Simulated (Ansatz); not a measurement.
Reaction (hydrogenolysis of a C–Al bond): `[AlH2][CH2][CH2][GeH3]` + H₂ → `C[CH2][GeH3]` + `[AlH3]`

Computed with Ansatz on PBE0-D4/def2-TZVP structures; ΔE is electronic, products minus reactants. CBS: MP2 limit from def2 TZ/QZ plus the TZ coupled-cluster correction, frozen cores. This one scheme is used for every species. DFT in def2-TZVPP. B3LYP here is the variant with VWN-RPA as its local correlation; programs differ in this. For Ge outer-core shells are correlated without core-valence functions, which leaves a few kJ/mol of doubt a bond. Scalar relativity is left out up to krypton. Each species was taken in one conformer, which may not be the lowest.

| level | ΔE (kJ/mol) | difference from CCSD(T)/CBS |
| --- | --- | --- |
| PBE-D4 | -25.8 | 4.6 |
| r2SCAN-D4 | -28.1 | 2.3 |
| PBE0-D4 | -31.4 | -1.0 |
| B3LYP-D4 | -32.8 | -2.4 |
| ωB97X-V | -35.8 | -5.4 |
| ωB97M-V | -31.8 | -1.4 |
| B2PLYP | -37.1 | -6.7 |
| PBE | -31.1 | -0.7 |
| r2SCAN | -29.6 | 0.8 |
| PBE0 | -36.2 | -5.8 |
| B3LYP | -41.4 | -11.0 |
| HF/def2-TZVPP | -61.8 | -31.4 |
| MP2/def2-TZVPP | -27.7 | 2.7 |
| SCS-MP2/def2-TZVPP | -35.1 | -4.7 |
| CCSD/def2-TZVPP | -38.9 | -8.5 |
| CCSD(T)/def2-TZVPP | -33.6 | -3.2 |
| HF/def2-QZVPP | -61.6 | -31.2 |
| MP2/def2-QZVPP | -25.8 | 4.6 |
| SCS-MP2/def2-QZVPP | -33.3 | -2.9 |
| HF/CBS(def2) | -61.6 | -31.2 |
| MP2/CBS(def2) | -24.5 | 5.9 |
| CCSD/CBS(def2) | -35.7 | -5.3 |
| CCSD(T)/CBS | -30.4 | 0 |

Largest T1 diagnostic among the species: 0.011.

The D4 term adds +8.6 kJ/mol with B3LYP and +4.8 kJ/mol with PBE0; it sums over pairs of atoms, weighted by their polarisabilities, and B3LYP, whose exchange is more repulsive, gets the larger term. From PBE to PBE0 (25 % exact exchange), in def2-TZVPP and without D4, ΔE moves by −5.1 kJ/mol.
